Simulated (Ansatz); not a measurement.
A nudged elastic band was laid between two geometries of CH9OSbSi2 (14 atoms, charge 0, multiplicity 1).

All numbers below come from RHF/def2-SVP in Ansatz.

| Quantity | Value |
| --- | --- |
| movable images | 7 |
| climbing image | yes |
| spring | 5.0 eV/Å² |
| optimiser | quadratic models (default) |
| start path | IDPP |
| force threshold | 0.2 eV/Å |
| iteration limit | 25 |
| end points | relaxed |

Image 0:

```xyz
14
Properties=species:S:1:pos:R:3
O -2.089 -0.794 1.458
Si -0.475 -0.452 1.393
C 0.101 -0.121 -0.371
Si 1.945 -0.402 -0.671
Sb -0.522 1.873 -1.085
H -2.730 -0.140 1.232
H 0.210 -1.635 1.950
H -0.158 0.735 2.230
H -0.436 -0.844 -0.996
H 2.752 0.413 0.271
H 2.295 -1.831 -0.481
H 2.313 -0.006 -2.054
H -2.038 1.861 -0.300
H -1.182 1.315 -2.549
```

Image 8:

```xyz
14
Properties=species:S:1:pos:R:3
O -2.225 -0.409 1.355
Si -0.591 -0.684 1.272
C -0.093 -0.382 -0.506
Si 1.762 -0.168 -0.790
Sb -1.307 1.242 -1.383
H -2.685 -0.443 2.178
H -0.283 -2.075 1.683
H 0.126 0.231 2.193
H -0.402 -1.273 -1.063
H 2.241 1.105 -0.201
H 2.521 -1.281 -0.160
H 2.064 -0.172 -2.241
H -1.126 2.314 -0.074
H -0.014 1.965 -2.235
```

Which bonds break or form, and what moves?

No bond is made or broken. The height of Sb5 over the plane of its neighbours goes from -0.97 to 0.98 Å.

What energy profile does the band end with?

It converged. The highest image is number 4 of 0 to 8, 2.24 eV above the first end and 2.34 eV above the last; the last end lies 0.10 eV below the first. The threshold of 0.2 eV/Å is loose, so the images may lie well off the minimum-energy path. Neighbouring images differ by up to 1.7 eV, so the band resolves the path poorly. The order of the stationary point at the top wasn't checked.

```json
{"image": "0", "path coordinate (Å)": "0.00", "energy (eV)": "0.00", "height of Sb5 over the plane of its neighbours (Å)": "-0.97"}
{"image": "1", "path coordinate (Å)": "0.55", "energy (eV)": "0.02", "height of Sb5 over the plane of its neighbours (Å)": "-0.97"}
{"image": "2", "path coordinate (Å)": "1.09", "energy (eV)": "0.09", "height of Sb5 over the plane of its neighbours (Å)": "-0.91"}
{"image": "3", "path coordinate (Å)": "1.64", "energy (eV)": "0.71", "height of Sb5 over the plane of its neighbours (Å)": "-0.60"}
{"image": "4", "path coordinate (Å)": "2.19", "energy (eV)": "2.24", "height of Sb5 over the plane of its neighbours (Å)": "0.00"}
{"image": "5", "path coordinate (Å)": "2.75", "energy (eV)": "0.57", "height of Sb5 over the plane of its neighbours (Å)": "0.62"}
{"image": "6", "path coordinate (Å)": "3.31", "energy (eV)": "0.00", "height of Sb5 over the plane of its neighbours (Å)": "0.93"}
{"image": "7", "path coordinate (Å)": "3.87", "energy (eV)": "-0.08", "height of Sb5 over the plane of its neighbours (Å)": "0.97"}
{"image": "8", "path coordinate (Å)": "4.44", "energy (eV)": "-0.10", "height of Sb5 over the plane of its neighbours (Å)": "0.98"}
```

What is the geometry of the highest image?


```xyz
14
Properties=species:S:1:pos:R:3
O -2.121 -0.808 1.501
Si -0.496 -0.617 1.372
C 0.012 -0.344 -0.431
Si 1.895 -0.278 -0.696
Sb -0.923 1.421 -1.261
H -2.714 -0.229 1.948
H 0.163 -1.863 1.814
H -0.038 0.516 2.208
H -0.400 -1.196 -0.975
H 2.498 0.753 0.175
H 2.467 -1.602 -0.337
H 2.217 0.001 -2.113
H -1.923 2.359 -0.356
H -0.649 1.859 -2.820
```

The run took 4.4 min on 2 threads of AMD EPYC 7R43 64-Core Processor (Zen 3) (shared host), peak memory 0.4 GiB.
